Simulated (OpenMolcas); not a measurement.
# Pr: effect of the active space

- Program: OpenMolcas 26.06
- Method: SS-CASPT2 or its RAS form, IPEA 0.25 Eh, imaginary shift 0.1 Eh
- Basis: ANO-RCC-VTZP
- Scalar Hamiltonian: DKH2, point nucleus
- Spin-orbit coupling: state interaction with AMFI integrals over the reference wave functions, term energies averaged over their components

A. 3 electrons in 7 orbitals (4f); 2S+1 = 4 odd, 35 roots; 2S+1 = 2 odd, 112 roots (89 in the spin-orbit step); closed shells correlated: 5s 5p 6s; CASPT2 step about 120 core-seconds
B. 3 electrons in 12 orbitals (RAS2 4f; RAS3 5d, at most 1 electron); 2S+1 = 4 odd, 35 roots (30 in the spin-orbit step); 2S+1 = 2 odd, 112 roots (43 in the spin-orbit step); 2S+1 = 4 even, 105 roots (97 in the spin-orbit step); 2S+1 = 2 even, 108 roots kept (CI in the orbitals of an earlier block); closed shells correlated: 5s 5p 6s; CASPT2 step of the order of 8 core-minutes

Energies in cm⁻¹ above 4f³ 6s² ⁴I°_9/2, the measured ground level; measured values from NIST Handbook of Basic Atomic Spectroscopic Data.

```json
{"Level": "4f³ 6s² ⁴I°_9/2", "A": "0.0", "B": "0.0", "Measured": "0.0"}
{"Level": "4f³ 6s² ⁴I°_11/2", "A": "1535", "B": "1534", "Measured": "1377"}
{"Level": "4f³ 6s² ⁴I°_13/2", "A": "3160", "B": "3160", "Measured": "2847"}
{"Level": "4f³ 6s² ⁴I°_15/2", "A": "4840", "B": "4830", "Measured": "4381"}
{"Level": "4f³ 6s² ⁴F°_3/2", "A": "11330", "B": "11250", "Measured": ""}
{"Level": "4f³ 6s² ⁴F°_5/2", "A": "12230", "B": "12100", "Measured": ""}
{"Level": "4f³ 6s² ⁴F°_7/2 [64 %]", "A": "12660", "B": "12600", "Measured": ""}
```

Deviations, from unrounded energies. A percentage is the sum of absolute deviations over the sum of measured energies, with the sign that they share, or ± where signs differ.

| Against measurement | Levels | A | B |
| --- | --- | --- | --- |
| mean absolute deviation (cm-1) | 3 | 310 | 310 |
| fine structure of the ground term (%) | 3 | +10.9 | +10.8 |

A, B lie about equally close to measurement. The largest miss of B in the table is 4f³ 6s² ⁴I°_15/2, by +450 cm-1. The ranking rests on the paired levels alone, and a cruder setting can come out closer through cancelling errors.

The spin-orbit steps hold different terms of 4f³ 6s² (B lacks a ²D°, a ²H°, ²I°, ²L°, ⁴D°), which shifts levels as well.

The two smallest mean deviations differ by little beside CASPT2's spread within terms, so their order carries little weight.

Between A and B the level of the table that moves most is 4f³ 6s² ⁴F°_5/2, by 130 cm-1 (lowest in B, highest in A). Moves below CASPT2's spread within the term are not significant.

Term energies are means over components that CASPT2 splits; among the terms shown or strongly mixed into the levels shown the widest spread is 1300 cm-1 (4f³ 6s² ⁴I°, B). Over all roots computed the reference weight is 0.80 to 0.85 in A, 0.80 to 0.87 in B; the roots of lowest weight are the least certain, and an intruder state may touch them. High states are left out of the spin-orbit mixing, which shifts the levels that they would mix with. With the s shell closed, the reference lacks s² → p² mixing (holds for A). Each CASPT2 term energy is a mean over a sample of three components (holds for B). Measured partners are found by configuration, term and J. A level has none where our copy of the source lacks it or the pairing is in doubt (some pairs that miss far off the trend of their configuration count as doubtful), and it then counts in no deviation. Only configurations of the active space appear. Levels that lie high or do not pair safely by name in every column are left out.

A share in square brackets marks a mixed level and gives the weight of the term that names it, the lowest over the columns. ° marks odd parity.
